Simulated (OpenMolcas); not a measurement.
## Re5+ in a point-charge field

Re5+ among 3 point charges of -1 e arranged as a planar triangle (D3h), 2.04 Å from the ion.

* Program: OpenMolcas
* Method: CASSCF
* Basis: ANO-RCC-VDZP [7s6p4d2f1g]
* Scalar Hamiltonian: DKH2, point nucleus
* Active space: 2 electrons in 5 orbitals (5d)
* State averaging: 2S+1 = 3 even, 10 roots; 2S+1 = 1 even, 15 roots
* Spin-orbit coupling: RASSI with atomic mean-field integrals over the reference wave functions

The lowest spin-free states (labels of D3, the rotations of D3h), above the lowest:

```
State  Degeneracy  E (cm-1)  Free-ion L (%)
  3A2           1       0.0          F (94)
   3E           2      1064          F (91)
   3E           2      4486         F (100)
  3A1           1      5588         F (100)
  3A2           1      5592         F (100)
   1E           2     11483          D (88)
   1E           2     13848          G (54)
  1A1           1     13921          G (70)
   3E           2     14899          P (91)
  1A1           1     17932          D (66)
   1E           2     18455          D (54)
   1E           2     19407          G (88)
  1A1           1     23053         G (100)
  1A2           1     23069         G (100)
  3A2           1     24241          P (94)
   1E           2     30204         G (100)
  1A1           1     49072          S (95)
```

The lowest levels with spin-orbit coupling:

```csv
E (cm-1),Degeneracy,Label,2S+1,g
0.0,1,A1,3,
1501,2,E,3,0.00 0.00 1.97
2982,2,E,3 (85 %),0.00 0.00 3.27
8903,1,A2,3,
9969,2,E,3,0.00 0.00 1.98
11106,2,E,3,0.00 0.00 4.35
13215,1,A2,3,
13218,1,A1,3,
14455,1,A1,3 (83 %),
15091,2,E,3 (80 %),0.00 0.00 2.09
17151,2,E,3 (78 %),0.00 0.00 4.41
18928,1,A1,3 (88 %),
20160,1,A1,3 (89 %),
20161,1,A2,3 (89 %),
21487,2,E,3,0.00 0.00 9.89
21583,2,E,3 (59 %),0.00 0.00 4.68
22074,2,E,3 (73 %),0.00 0.00 1.92
22686,1,A2,3,
26043,1,A1,1 (64 %),
27017,2,E,1 (72 %),0.00 0.00 2.12
```

Electric-dipole absorption from the lowest level at this geometry, strongest bands:

| E (cm-1) | λ (nm) | Label | f |
| --- | --- | --- | --- |
| 13215 | 757 | A2 | 7.48e-06 |
| 21487 | 465 | E | 1.39e-05 |
| 41414 | 241 | E | 5.73e-06 |

Powder χT (cm3 K/mol): 0 at 2 K, 0.00263 at 10 K, 0.0131 at 50 K, 0.0263 at 100 K, 0.0525 at 200 K, 0.0788 at 300 K. The effective moment at 300 K is 2.828 √(χT) = 0.79 μB.

The lowest level has 2S+1 = 3, for which the spin-only value is χT = S(S+1) / 2 = 1.000 cm3 K/mol (g = 2). The computed 0.079 at 300 K differs by -0.921, through orbital momentum, spin-orbit coupling and any other state in reach.

Spin-orbit coupling mixes the spin-free states strongly: the lowest level takes only 53 % from its leading state, 3E, which lies 1064 cm-1 above the lowest spin-free state. Without dynamic correlation the repulsion within the d shell is too large (B by tens of per cent), so at a given field states of lower spin stand too high. This is an electrostatic model: the charges have no orbitals. No measured value stands beside these numbers.

The RASSCF and RASSI steps took 12 s on 1 thread of Intel(R) Xeon(R) Platinum 8375C CPU @ 2.90GHz (Ice Lake), on a shared host; the integral step is not counted.

With an even number of electrons the g values are those of a degenerate or nearly degenerate non-Kramers pair.
